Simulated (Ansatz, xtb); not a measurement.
Species: CHNO, charge -1, multiplicity 2. SMILES of the parent species: N=C=O
Structure (B3LYP-D3(BJ)/def2-TZVP (Ansatz, a first-principles code) minimum search):
```xyz
4

N     -1.0837     0.3485     0.2184
C      0.0492    -0.3028     0.1444
O      1.1287    -0.0518    -0.3948
H     -1.7391    -0.2075     0.7628
```
Charge -1, spin multiplicity 2.

Harmonic wavenumbers from GFN2-xTB (xtb, at its own minimum), cm⁻¹: 521, 644, 1197, 1374, 1735, 3054.

### Question
Give the harmonic wavenumbers at B3LYP-D3(BJ)/def2-TZVP (Ansatz, finite differences of forces, unscaled).

### Answer
649, 678, 1151, 1270, 1698, 3428 cm⁻¹. Zero-point energy 12.7 kcal/mol.

### Question
From these and the geometry, give the ideal-gas thermochemistry at 298.15 K and 1 atm (rigid rotor, harmonic oscillator).

### Answer
Point group Cs, rotational symmetry number 1. Rotational constants 199.1, 11.44, 10.82 GHz. S(trans) 37.20, S(rot) 20.11, S(vib) 0.79, S(elec, spin only) 1.38, S 59.5 cal/(mol K). H(298) - H(0) 2.55 kcal/mol; G - E(el) -2.5 kcal/mol.
